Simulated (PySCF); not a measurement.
A calculated (LDA, PySCF 2.14, dyall-av2z, the non-relativistic Hamiltonian (point nucleus)) atom or ion has these occupied shells.

```json
{"shell": "1s α", "electrons": "1", "orbital energy (eV)": "-5307.7", "rms radius, mean of both spins (bohr)": "0.0778"}
{"shell": "1s β", "electrons": "1", "orbital energy (eV)": "-5307.7", "rms radius, mean of both spins (bohr)": "0.0778"}
{"shell": "2s α", "electrons": "1", "orbital energy (eV)": "-588.98", "rms radius, mean of both spins (bohr)": "0.339"}
{"shell": "2s β", "electrons": "1", "orbital energy (eV)": "-587.77", "rms radius, mean of both spins (bohr)": "0.339"}
{"shell": "2p α", "electrons": "3", "orbital energy (eV)": "-496.93", "rms radius, mean of both spins (bohr)": "0.306"}
{"shell": "2p β", "electrons": "3", "orbital energy (eV)": "-496.00", "rms radius, mean of both spins (bohr)": "0.306"}
{"shell": "3s α", "electrons": "1", "orbital energy (eV)": "-65.652", "rms radius, mean of both spins (bohr)": "1.04"}
{"shell": "3s β", "electrons": "1", "orbital energy (eV)": "-62.541", "rms radius, mean of both spins (bohr)": "1.04"}
{"shell": "3p α", "electrons": "3", "orbital energy (eV)": "-40.855", "rms radius, mean of both spins (bohr)": "1.12"}
{"shell": "3p β", "electrons": "3", "orbital energy (eV)": "-37.763", "rms radius, mean of both spins (bohr)": "1.12"}
{"shell": "4s α", "electrons": "1", "orbital energy (eV)": "-4.384", "rms radius, mean of both spins (bohr)": "3.73"}
{"shell": "3d α", "electrons": "4", "orbital energy (eV)": "-3.306", "rms radius, mean of both spins (bohr)": "1.95"}
```

(1) Name the element and its charge.

Answers

(1) V (vanadium, neutral), in [Ar] 3d4 4s1, high-spin 6D determinant (an excited configuration).
